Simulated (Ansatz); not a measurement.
`[GeH3][SiH2][GeH2][GeH3]` + H₂S → `S[SiH2][GeH3]` + digermane at 500 K and 1 bar (cleavage of the Si–Ge bond).

Program: Ansatz. Geometries: PBE0-D4/def2-TZVP. ΔE: electronic, gas phase. CCSD(T)/CBS is the MP2 limit (def2-TZVPP, def2-QZVPP) plus CCSD(T) − MP2 in def2-TZVPP, frozen cores. This one scheme is used for every species. For Ge outer-core shells are correlated without core-valence functions, which leaves a few kJ/mol of doubt a bond. Scalar relativity is left out up to krypton. One conformer a species, not always the lowest.

```csv
species,CCSD(T)/CBS energy (Eh),H − E (kJ/mol),S (J/(mol·K))
`[GeH3][SiH2][GeH2][GeH3]`,-6523.43025,278.6,553.8
H₂S,-398.97279,57.0,224.0
`S[SiH2][GeH3]`,-2766.59259,175.9,410.3
`[GeH3][GeH3]`,-4155.81928,158.3,351.1
```

H − E and S are ideal-gas, rigid-rotor, harmonic terms from PBE0-D4/def2-TZVP, for one conformer and one mirror image of each species. 1 Eh = 2625.50 kJ/mol, R = 8.31446 J/(mol·K).

Q: By hand: ΔE, ΔH, ΔS and ΔG.

A: ΔE = (-2766.59259) + (-4155.81928) − (-6523.43025) − (-398.97279) = -0.00883 Eh = -23.2 kJ/mol. Δ(H − E) = 175.9 + 158.3 − 278.6 − 57.0 = -1.4, so ΔH = -24.6 kJ/mol. ΔS = 410.3 + 351.1 − 553.8 − 224.0 = -16.4 J/(mol·K). ΔG = -24.6 − 500 × (-16.4)/1000 = -16.4 kJ/mol.

Q: By hand: the equilibrium constant, and the temperature at which ΔG would vanish if ΔH and ΔS stayed fixed.

A: log₁₀ K = −ΔG/(RT ln 10) = 1.7. ΔG = 0 at ΔH/ΔS = 1500 K, though so small a ΔS makes that figure unsure.

ΔH outweighs TΔS. A doubt of 5 kJ/mol in ΔE shifts log₁₀ K by 0.5 here. Other conformers and mirror images would add mixing entropy, several J/(mol·K) or more a flexible species. Modes under 60 cm⁻¹, often nearly free rotors, make the harmonic entropy too high. These are equilibria of isolated gas molecules and say nothing of rates. Largest T1 diagnostic: 0.012 (customary marks: 0.02 for closed shells, 0.045 for open ones).
